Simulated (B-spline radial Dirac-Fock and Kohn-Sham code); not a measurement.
**Satellites and hypersatellites of the K lines of Co³⁺**

System: cobalt as Co³⁺, 1s2 2s2 2p6 3s2 3p6 3d4 4s2 (an excited configuration).

The run's input, task.json:

```json
{"items": [{
  "Z": 27,
  "q": 3,
  "cfg": [[1, 0, 2], [2, 0, 2], [2, 1, 6], [3, 0, 2], [3, 1, 6], [3, 2, 4], [4, 0, 2]],
  "A": 59,
  "rrms": 3.7875,
  "do": ["binding", "quiet", "double"]
}]}
```

Run with: `python xray_run.py task.json out`

Model: multi-electron Dirac-Fock with separately optimised hole states, Breit and Lamb-shift corrections added in first order. Program: a radial B-spline solver. Each two-hole energy is an average over J within one jj subconfiguration, not an observable level; in light atoms, where LS coupling holds, the j-resolved values are not observed lines, and for a K spectator the Kα1 hypersatellite is nearly forbidden. No correlation.

Lines without a spectator: Kα2 (K-L2) 6911.3 eV, Kα1 (K-L3) 6925.8 eV, Kβ3 (K-M2) 7653.1 eV, Kβ1 (K-M3) 7655.1 eV. Shifts in eV with one spectator hole (a dash: not computed, or left out as unreliable):

```tsv
spectator hole	Kα2	Kα1	Kβ3	Kβ1
K (1s)	+283.9	+286.2	+356.5	+357.0
L2 (2p1/2)	+26.30	+32.3	–	+75.4
L3 (2p3/2)	+29.93	+28.69	+72.8	–
M2 (3p1/2)	–	+2.51	+7.19	+8.92
M3 (3p3/2)	+2.27	–	+8.50	+8.04
```

With n spectator holes in 2p, averaged over the 2p shell (energies in eV):

| n | KαLⁿ | step | hypersatellite KαʰLⁿ |
| --- | --- | --- | --- |
| 0 | 6921.0 | – | 7206.4 |
| 1 | 6950.8 | +29.8 | 7237.5 |
| 2 | 6981.8 | +31.0 | 7269.8 |
| 3 | 7014.0 | +32.2 | 7303.3 |
| 4 | 7047.5 | +33.5 | 7338.0 |
| 5 | 7082.2 | +34.7 | 7374.0 |
